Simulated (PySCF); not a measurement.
Numbering as in the mapped SMILES `[O:1]=[C:2]([Cl:3])[C:4]([F:5])([F:6])[F:7]`.

Geometry: PBE0-D3(BJ)/def2-SVP; GIAO shifts from PySCF 2.14.0 with density-fitted response routines, gas phase, non-relativistic, averaged over equivalent atoms.

At PBE0/6-311+G(2d,p) (197 basis functions, 16 s wall time on 1 thread of an Arm Neoverse V1, shared host):
```
   atoms  δ (ppm)
      O1    578.7
      C2    169.7
      C4    117.6
     Cl3    433.6
F5/F6/F7    -87.1
```

Chemical shifts δ = σref − σ; ¹⁷O (σref 326.57) against H2O; TMS for ¹³C (σref 186.44); HCl for ³⁵Cl (σref 948.03); ¹⁹F (σref 174.75) vs CFCl3, all at this level.

Task: Predict the values at HF/pcSseg-2 on the same geometry.

Result: 
```tsv
atoms	δ at HF/pcSseg-2	change
O1	623.5	+44.8
C2	171.5	+1.8
C4	106.3	-11.3
Cl3	343.1	-90.5
F5/F6/F7	-58.9	+28.2
```

Scale: ¹⁷O (326.33 ppm) against H2O; ¹³C (191.47 ppm) vs TMS; ³⁵Cl (944.88 ppm) against HCl; CFCl3 for ¹⁹F (245.28 ppm) (reference shieldings calculated alike).

The largest change is at Cl3 (chlorine bonded to C). Cost: 259 basis functions, 15 s wall time on 1 thread of an Arm Neoverse V1, shared host.

Carbons that carry Cl, above all several Cl atoms, come out too deshielded, partly because spin–orbit coupling is missing. Unscaled 19F shifts against computed CFCl3 carry errors that often reach 10 to 50 ppm. Unscaled 17O shifts of doubly bonded oxygen tend to come out too high, by tens of ppm or more. Experimental scales use liquid or dissolved standards, which lie at an offset from isolated H2O (liquid H2O: subtract about 36 ppm).
